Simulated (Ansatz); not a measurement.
`[SiH3]C[CH2][GeH3]` + H₂ → `[CH3][GeH3]` + `C[SiH3]`  (hydrogenolysis of a C–C bond)

Calculated with Ansatz (gas phase, PBE0-D4/def2-TZVP geometries, no zero-point term in ΔE). CCSD(T)/CBS adds triple-zeta CCSD(T) − MP2 to the extrapolated MP2 energy (def2 sets, frozen cores). This one scheme is used for every species. Functionals use def2-TZVPP. B3LYP here is the variant with VWN-RPA as its local correlation; programs differ in this. For Ge outer-core shells are correlated without core-valence functions, which leaves a few kJ/mol of doubt a bond. Scalar relativity is left out up to krypton. One conformer a species, not always the lowest.

`[SiH3]C[CH2][GeH3]`:

Z-matrix (Å, degrees):
```
Si
C 1 1.879
H 1 1.489 2 109.9
H 1 1.489 2 111.4 3 120.5
H 1 1.489 2 109.9 3 -119.0
C 2 1.529 1 112.6 3 59.4
H 2 1.096 1 108.3 3 -63.4
H 2 1.096 1 108.3 3 -177.8
Ge 6 1.962 2 112.9 1 179.8
H 6 1.094 2 110.8 1 58.7
H 6 1.094 2 110.8 1 -59.1
H 9 1.541 6 109.6 2 59.3
H 9 1.541 6 109.6 2 -59.5
H 9 1.540 6 111.4 2 179.9
```

H₂:

Z-matrix (Å, degrees):
```
H
H 1 0.746
```

`[CH3][GeH3]`:

```xyz
8

C     0.080   -1.016   -0.187
Ge   -0.070    0.899    0.165
H    -0.255   -1.241   -1.200
H     1.116   -1.340   -0.082
H    -0.534   -1.579    0.517
H     0.791    1.697   -0.830
H     0.406    1.221    1.593
H    -1.533    1.358    0.023
```

`C[SiH3]`:

```xyz
8

C    -0.137   -0.814   -0.542
Si    0.123    0.728    0.485
H     0.550   -0.834   -1.391
H    -1.157   -0.853   -0.930
H     0.034   -1.711    0.056
H     1.514    0.781    1.011
H    -0.813    0.753    1.642
H    -0.113    1.950   -0.331
```

Question: Is it downhill or uphill in electronic energy at CCSD(T)/CBS, and by how much? (An estimate is asked.)

Answer: The calculation gave: Downhill: ΔE = -76.6 kJ/mol.

Question: What do these levels give: r2SCAN-D4, B3LYP-D4, B3LYP, HF/def2-TZVPP, SCS-MP2/def2-TZVPP, HF/CBS(def2)? (An estimate is asked.)

Answer: The calculation gave: r2SCAN-D4 -81.7, B3LYP-D4 -80.9, B3LYP -94.6, HF/def2-TZVPP -105.6, SCS-MP2/def2-TZVPP -79.4, HF/CBS(def2) -105.9 kJ/mol.

Largest T1 diagnostic among the species: 0.011.

From PBE to PBE0 (25 % exact exchange), in def2-TZVPP and without D4, ΔE moves by −3.2 kJ/mol. In def2-TZVPP, CCSD(T) changes the Hartree–Fock value by +26.5 kJ/mol (the triples alone add +5.0 kJ/mol) and MP2 by +30.9 kJ/mol.
